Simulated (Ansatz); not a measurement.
Basis sets compared for the cluster P₇S₂⁺ (the lowest singlet isomer of a short search). Total charge 1; singlet. Geometry PBE-D4/def2-SVP. Ansatz on 4 threads of Arm Neoverse V1 on a shared host; times are rough, and most runs start from earlier orbitals.

```xyz
9

P     1.929   -0.913   -1.529
P     1.038    1.200   -0.786
P     1.340   -1.887    0.421
P    -0.886    0.274   -1.479
P    -2.261    0.392    0.307
P    -0.886    0.378    2.095
P     1.184    0.196    1.223
S    -1.374    2.213    1.069
S    -0.084   -1.853   -1.321
```

The structure comes from a short search, and lower isomers may exist.

```json
{"level": "PBE-D4/def2-SVP", "functions": "162", "energy (Eh)": "-3183.3385", "HOMO (eV)": "-10.45", "LUMO (eV)": "-8.12", "wall time": "2.7 s"}
{"level": "PBE0-D4/def2-SVP", "functions": "162", "energy (Eh)": "-3183.5625", "HOMO (eV)": "-11.45", "LUMO (eV)": "-7.49", "wall time": "4.6 s"}
```

Estimate the rows for PBE-D4/def2-TZVP (with forces), PBE0-D4/def2-TZVP.


```csv
level,functions,energy (Eh),HOMO (eV),LUMO (eV),wall time
PBE-D4/def2-TZVP (with forces),333,-3184.4719,-10.22,-7.88,9 s
PBE0-D4/def2-TZVP,333,-3184.6912,-11.16,-7.19,24 s
```
